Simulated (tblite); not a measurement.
C₆H₂ClO₂ (doublet state).
SMILES: `C#C[C]1C=C(Cl)OC1=O`

Calculated harmonic vibrations of the isolated species, GFN2-xTB (tblite), most abundant isotopes, no scaling. Errors from tens to a few hundred cm⁻¹ against measured bands are possible. Open shells enter through the occupations alone, without spin polarisation, and single modes of such species can be off by tens of per cent.

Harmonic wavenumbers (cm⁻¹): 102.9, 110.0, 167.1, 236.4, 272.6, 375.9, 410.9, 422.8, 521.7, 550.7, 588.6, 613.6, 668.5, 695.6, 784.4, 809.0, 860.7, 929.4, 1068.9, 1199.1, 1234.9, 1412.4, 1464.9, 1750.8, 2197.0, 3187.4, 3393.1.

A = 3240, B = 864.1, C = 682.1 MHz; mass 140.974 u (most abundant isotopes); point group Cs, symmetry number 1; spin multiplicity 2.

Problem. Zero-point energy?

Solution. Half the sum of the wavenumbers: 13015 cm⁻¹ = 155.69 kJ/mol.

Problem. What is S at 273.15 K and 1 bar for an ideal gas of classical rigid rotors and harmonic oscillators?

Solution. Translation 168.75, rotation 122.38, vibration 71.37, spin (R ln 2) 5.76: S = 368.3 J/(mol K).

Problem. And Cp and H(273.15 K) − H(0)?

Solution. Cp = 122.35 J/(mol K), of which vibrations give 89.09 (their classical limit is 27 R = 224.5); H(273.15 K) − H(0) = 20.53 kJ/mol without the zero-point energy, 11.44 from vibrations.

Problem. Which modes carry the vibrational entropy at 273.15 K?

Solution. 102.9 cm⁻¹: 13.51; 110.0 cm⁻¹: 12.97; 167.1 cm⁻¹: 9.64; 236.4 cm⁻¹: 7.01; 272.6 cm⁻¹: 5.99; 375.9 cm⁻¹: 3.87 J/(mol K); the other 21 give 18.39 together.

Problem. What must be added to the electronic energy to get the Gibbs energy at 273.15 K and 1 bar?

Solution. ZPE + [H(273.15 K) − H(0)] − T·S = 155.69 + 20.53 − 100.59 = 75.63 kJ/mol.

Hindered rotation and anharmonicity are outside this model.
